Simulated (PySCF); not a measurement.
Gas-phase reaction: 2 InBr + 6 H = 2 InH3 + Br2

Computed with PySCF (xtb for GFN2) and rigid-rotor harmonic-oscillator thermochemistry at 1 bar. † marks an energy on the PBE0/def2-TZVP geometry and frequencies; other levels use their own. Open shells (unrestricted): H (multiplicity 2); the rest are closed-shell singlets. GFN2 has no spin-polarisation term. B3LYP is the form with VWN-RPA correlation. In: scalar-relativistic def2 core potential, no spin-orbit coupling. Br: all electrons, no relativistic terms. InH3: computed as isolated molecules; such fragments, hydroxides, amides, oligomers or adducts are transient or little studied in the gas. The harmonic model lacks anharmonicity and excited electronic states, which grow with temperature; levels with a mode under 35 cm⁻¹ are left out.

```json
[
 {"level": "B3LYP/def2-TZVP†", "ΔE electronic, kJ": "-844", "ΔH°(298 K), kJ": "-783", "ΔS°(298 K), J/K": "-505", "ΔG°(1000 K), kJ": "-251"},
 {"level": "BLYP/def2-TZVP†", "ΔE electronic, kJ": "-814", "ΔH°(298 K), kJ": "-753", "ΔS°(298 K), J/K": "-505", "ΔG°(1000 K), kJ": "-222"},
 {"level": "GFN2-xTB", "ΔE electronic, kJ": "-984", "ΔH°(298 K), kJ": "-933", "ΔS°(298 K), J/K": "-502", "ΔG°(1000 K), kJ": "-408"},
 {"level": "HF/def2-TZVP†", "ΔE electronic, kJ": "-538", "ΔH°(298 K), kJ": "-477", "ΔS°(298 K), J/K": "-505", "ΔG°(1000 K), kJ": "54"},
 {"level": "PBE/def2-TZVP†", "ΔE electronic, kJ": "-805", "ΔH°(298 K), kJ": "-744", "ΔS°(298 K), J/K": "-505", "ΔG°(1000 K), kJ": "-212"},
 {"level": "PBE0/def2-QZVP†", "ΔE electronic, kJ": "-824", "ΔH°(298 K), kJ": "-763", "ΔS°(298 K), J/K": "-505", "ΔG°(1000 K), kJ": "-232"},
 {"level": "PBE0/def2-SVP†", "ΔE electronic, kJ": "-798", "ΔH°(298 K), kJ": "-737", "ΔS°(298 K), J/K": "-505", "ΔG°(1000 K), kJ": "-205"},
 {"level": "LDA/def2-TZVP†", "ΔE electronic, kJ": "-988", "ΔH°(298 K), kJ": "-927", "ΔS°(298 K), J/K": "-505", "ΔG°(1000 K), kJ": "-396"},
 {"level": "ωB97X-V/def2-TZVP†", "ΔE electronic, kJ": "-886", "ΔH°(298 K), kJ": "-824", "ΔS°(298 K), J/K": "-505", "ΔG°(1000 K), kJ": "-293"}
]
```
ΔH° is lowest at GFN2-xTB and highest at HF/def2-TZVP†. No reference value is set beside these.
